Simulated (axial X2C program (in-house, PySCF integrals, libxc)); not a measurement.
## Bond lengths and stretching modes, held linear, of SeCO⁺

Computed with an in-house all-electron X2C program for linear molecules (integrals from PySCF): two-component X2C with atomic mean-field Coulomb and Gaunt terms, Gaussian nuclei, basis Se dyall-v3z, C dyall-v3z, O dyall-av3z with contracted cores. Spin-free rows use the one-electron spin-free X2C Hamiltonian.

Masses Se 79.917, C 12.000, O 15.995 u. States: 2c Ω = 3/2 (beyond evenly filled blocks: ω = 3/2); spin-free M_S = 1/2, Λ = 1 (beyond evenly filled blocks: π+α, π+β, π-α).

TPSSh, spin-free: energies above the lowest point

```json
{"r(Se–C) (Å)": "1.7482", "r(C–O) (Å)": "1.0959", "E (meV)": "105.84"}
{"r(Se–C) (Å)": "1.7482", "r(C–O) (Å)": "1.1240", "E (meV)": "22.81"}
{"r(Se–C) (Å)": "1.7482", "r(C–O) (Å)": "1.1521", "E (meV)": "36.43"}
{"r(Se–C) (Å)": "1.7930", "r(C–O) (Å)": "1.0959", "E (meV)": "74.57"}
{"r(Se–C) (Å)": "1.7930", "r(C–O) (Å)": "1.1240", "E (meV)": "0.00"}
{"r(Se–C) (Å)": "1.7930", "r(C–O) (Å)": "1.1521", "E (meV)": "22.22"}
{"r(Se–C) (Å)": "1.7930", "r(C–O) (Å)": "1.1802", "E (meV)": "123.21"}
{"r(Se–C) (Å)": "1.8378", "r(C–O) (Å)": "1.0959", "E (meV)": "88.44"}
{"r(Se–C) (Å)": "1.8378", "r(C–O) (Å)": "1.1240", "E (meV)": "21.38"}
{"r(Se–C) (Å)": "1.8378", "r(C–O) (Å)": "1.1521", "E (meV)": "51.20"}
{"r(Se–C) (Å)": "1.8826", "r(C–O) (Å)": "1.1240", "E (meV)": "76.76"}
{"r(Se–C) (Å)": "1.8826", "r(C–O) (Å)": "1.1802", "E (meV)": "228.82"}
```

**Question.** Fit a quadratic surface with cubic terms in each bond: where is the minimum, and what are the two stretching wavenumbers?

**Answer.** At TPSSh, spin-free: bonds 1.790 and 1.131 Å; harmonic stretches 534.8 and 2154.4 cm⁻¹; force constants 3.56, 18.7 and coupling 0.97 mdyn/Å.

The other levels and Hamiltonians give:

```csv
Hamiltonian,level,r(Se–C) (Å),r(C–O) (Å),lower stretch (cm⁻¹),upper stretch (cm⁻¹)
2c,PBE0,1.791,1.123,536.9,2225.5
2c,HF,1.861,1.089,411.7,2432.6
2c,TPSSh,1.793,1.131,530.7,2158.3
spin-free,PBE0,1.788,1.123,541.1,2222.4
spin-free,HF,1.855,1.089,423.1,2431.1
```

Each state is one determinant, the lowest of a limited PBE0 search; the stretches come from a fit to these few points and carry an uncertainty of a few per cent. Other orders of the atoms were not compared. Left out for rough or failed fits: MP2 2c, MP2 spin-free. The levels spread by more than a fifth, so the stretches depend strongly on the method. The molecule was held linear; bending was not examined, so a bent shape may lie lower. Note: functional without a current term on a determinant with orbital currents, of the molecule or an atom.
